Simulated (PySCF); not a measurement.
Constitutional and geometric isomers with formula CH9NSi2. All species are isolated molecules in the gas phase. One relaxed conformer stands for each flexible species; it need not be the lowest. Strings in code marks are SMILES.

Computed with B3LYP-D3(BJ)/def2-TZVP // PBE0-D4/def2-TZVP in PySCF. B3LYP has the VWN-RPA correlation part, as in Gaussian. Delta-SCF ions had no search for a lower state. Excitations are Tamm–Dancoff values on a coarser integration grid. The basis has no diffuse functions, so Rydberg states are missing or too high.

```json
[
 {"species": "`[Si@@H]([SiH3])(N)C`", "HOMO–LUMO gap (eV)": "6.82", "vertical ionisation energy (Delta-SCF) (eV)": "9.02", "LUMO (eV)": "-0.08", "T1 excitation (TDA) (eV)": "5.37"},
 {"species": "`C[SiH2]N[SiH3]` (C–Si–N–Si torsion 75°)", "HOMO–LUMO gap (eV)": "7.10", "vertical ionisation energy (Delta-SCF) (eV)": "9.26", "LUMO (eV)": "-0.05", "T1 excitation (TDA) (eV)": "5.68"},
 {"species": "`[SiH2](N)[SiH2]C`", "HOMO–LUMO gap (eV)": "6.80", "vertical ionisation energy (Delta-SCF) (eV)": "(withheld)", "LUMO (eV)": "-0.18", "T1 excitation (TDA) (eV)": "5.29"},
 {"species": "`[SiH3][SiH2]CN`", "HOMO–LUMO gap (eV)": "6.81", "vertical ionisation energy (Delta-SCF) (eV)": "9.17", "LUMO (eV)": "0.00", "T1 excitation (TDA) (eV)": "(withheld)"},
 {"species": "`CN([SiH3])[SiH3]`", "HOMO–LUMO gap (eV)": "(withheld)", "vertical ionisation energy (Delta-SCF) (eV)": "(withheld)", "LUMO (eV)": "(withheld)", "T1 excitation (TDA) (eV)": "5.44"},
 {"species": "`[SiH3]CN[SiH3]` (Si–C–N–Si torsion 155°)", "HOMO–LUMO gap (eV)": "6.59", "vertical ionisation energy (Delta-SCF) (eV)": "8.81", "LUMO (eV)": "(withheld)", "T1 excitation (TDA) (eV)": "5.23"}
]
```

Task: Fill in the missing entries.

Result: 
- `[SiH2](N)[SiH2]C`, vertical ionisation energy (Delta-SCF) (eV): 9.15
- `[SiH3][SiH2]CN`, T1 excitation (TDA) (eV): 5.49
- `CN([SiH3])[SiH3]`, HOMO–LUMO gap (eV): 6.79
- `CN([SiH3])[SiH3]`, vertical ionisation energy (Delta-SCF) (eV): 8.96
- `CN([SiH3])[SiH3]`, LUMO (eV): -0.09
- `[SiH3]CN[SiH3]` (Si–C–N–Si torsion 155°), LUMO (eV): -0.03
